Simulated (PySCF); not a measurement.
Dipole moment and polarisability of `C[C@@H]1C[C@@H]2CC[C@H]1N2`

C₇H₁₃N.
Cartesian coordinates in Å at the PBE0-D3(BJ)/def2-SVP level; atoms count from 1:
```
atom  x, y, z in Å
C1     2.029   -0.194    0.873
C2     1.058   -0.337   -0.284
C3     0.415    0.989   -0.777
C4    -1.078    0.639   -0.783
C5    -1.586    0.621    0.676
C6    -0.969   -0.696    1.204
C7    -0.196   -1.199   -0.033
N8    -1.020   -0.776   -1.171
H9     2.372   -1.176    1.239
H10    1.584    0.345    1.724
H11    2.921    0.372    0.563
H12    1.584   -0.804   -1.130
H13    0.763    1.254   -1.785
H14    0.636    1.837   -0.110
H15   -1.685    1.249   -1.468
H16   -2.687    0.595    0.706
H17   -1.269    1.508    1.245
H18   -0.334   -0.556    2.091
H19   -1.746   -1.424    1.484
H20    0.011   -2.279   -0.029
H21   -1.946   -1.200   -1.123
```

Level: B3LYP/def2-SVPD (PySCF), static field, nuclei fixed, core orbitals frozen in the response. The polarisability tensor in these axes (au):

```
x   90.58 -0.87  0.93
y   -0.87 82.83 -2.02
z    0.93 -2.02 83.46
```

Q: Diagonalise the tensor; give its mean and Δα, where Δα² is half the sum of the squared differences of the eigenvalues.

A: Principal values 81.10, 84.90 and 90.86 au; mean 85.62 au = 12.69 Å³ = 14.12 × 10⁻⁴⁰ C²·m²/J; Δα = 8.52 au (10 % of the mean).

Q: What is the dipole moment, and where does it point?

A: (-0.45, 0.13, 0.99) D, 1.10 D in size, pointing from the negative to the positive side. Measured along this direction, the outermost atoms are H13 and H12 at the negative end and H18 and H19 at the positive end.

Q: Find the Langevin capture rate constant for NH4+ (18.034 u) meeting this molecule (111.105 u), k = 2.342 × 10⁻⁹ cm³/s × √(α in Å³ / reduced mass in u).

A: The reduced mass is 15.52 u, so k = 2.12 × 10⁻⁹ cm³/s. The formula leaves out the permanent dipole, which adds to the capture rate.

Q: Refractivity n − 1 of an ideal gas of it at 273.15 K and 1 atm, from the electronic α?

A: N = p/kT = 2.6868 × 10¹⁹ cm⁻³, so n − 1 = 2π × N × 12.69 × 10⁻²⁴ cm³ = 2142 × 10⁻⁶ at long wavelengths, for an ideal gas.

Q: Directions of the eigenvectors, and the extent of the frame along each?

A: Largest value along (0.98, -0.15, 0.16), where the nuclei span 5.48 Å; middle along (-0.22, -0.63, 0.74), 4.67 Å; least along (0.01, 0.76, 0.65), 3.70 Å. The response follows the extents in order.

Q: What are the principal values of the traceless quadrupole moment, Θ = ½Σq(3rr − r²1), about the centre of nuclear charge?

A: -5.73, 1.85, 3.88 D·Å. The values depend on the origin, since the dipole doesn't vanish. The electronic extent ⟨r²⟩ about the same centre is 854 bohr², a root-mean-square distance of 1.96 Å for the 62 electrons.

Geometry: PBE0-D3(BJ)/def2-SVP; no solvent, vibrations or thermal averaging.
